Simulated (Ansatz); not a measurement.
C$_{3}$H$_{9}$Cl$_{2}$GaSi, singlet, at a GFN2-xTB geometry (such geometries of metal compounds can be far from the true shape), with bond 3-1 at 2.4 times its length; CASSCF(2,3)/STO-3G (Ansatz, a quantum-chemistry and plane-wave program).

Input for Ansatz:
Ansatz 0.2 input:
```yaml
crystal:
  periodic: [false, false, false]
  atoms:
    - {symbol: Ga, position_ang: [0.00568453, 0.69768318, -0.06781952]}
    - {symbol: Cl, position_ang: [1.49887905, 1.81000167, -1.10956960]}
    - {symbol: Cl, position_ang: [-3.54799302, 3.88387657, 1.78558864]}
    - {symbol: Si, position_ang: [-0.01259891, -1.73407519, 0.17964926]}
    - {symbol: C, position_ang: [-1.84152077, -2.25016476, 0.39554746]}
    - {symbol: C, position_ang: [1.03533707, -2.14796250, 1.72934690]}
    - {symbol: C, position_ang: [0.76154698, -2.45178238, -1.41573794]}
    - {symbol: H, position_ang: [-1.95231970, -3.31229265, 0.59044559]}
    - {symbol: H, position_ang: [-2.28810635, -1.70721615, 1.22531291]}
    - {symbol: H, position_ang: [-2.41287454, -2.00953662, -0.49824022]}
    - {symbol: H, position_ang: [0.60543391, -1.67965763, 2.61242111]}
    - {symbol: H, position_ang: [2.04798219, -1.76766889, 1.61159942]}
    - {symbol: H, position_ang: [1.09752744, -3.21636579, 1.91277321]}
    - {symbol: H, position_ang: [1.74021989, -2.00942931, -1.58738261]}
    - {symbol: H, position_ang: [0.14080947, -2.21956906, -2.27833846]}
    - {symbol: H, position_ang: [0.88361429, -3.52944422, -1.36890679]}
basis:
  gaussian:
    orbitals: STO-3G
hamiltonian:
  xc: hf
magnetization: {spin_polarized: false}
correlation: {active_space: {window: {electrons: 2, orbitals: 3}}}
```

It wrote (shortened):

```
Functional definition: HF
800 factors; integrals over basis functions are off by at most 6.3e-5 eV
mean field evaluation 1: about -87427.7351 eV, gradient 2.2e1 eV
mean field evaluation 2: about -87427.8794 eV, gradient 2.2e1 eV
mean field evaluation 4: about -87430.1134 eV, gradient 1.3e1 eV
mean field evaluation 8: about -87431.0220 eV, gradient 1.8e0 eV
mean field evaluation 16: about -87431.5260 eV, gradient 1.1e0 eV
mean field evaluation 32: about -87431.5293 eV, gradient 1.1e0 eV
mean field -87431.56703654 eV, -3213.0508253484 hartree, gradient 3.0e-6 eV, S^2 0.000000; 4 other end points of the search recorded, 0 dependent functions left out
reference -87431.56703654 eV, -3213.0508253484 hartree; 53, 53 occupied and 16, 16 virtual orbitals, 800 factors
state -87437.66387408 eV, -3213.2748799951 hartree
Total energy: -87437.66387408 eV, -3213.2748799951 hartree
```
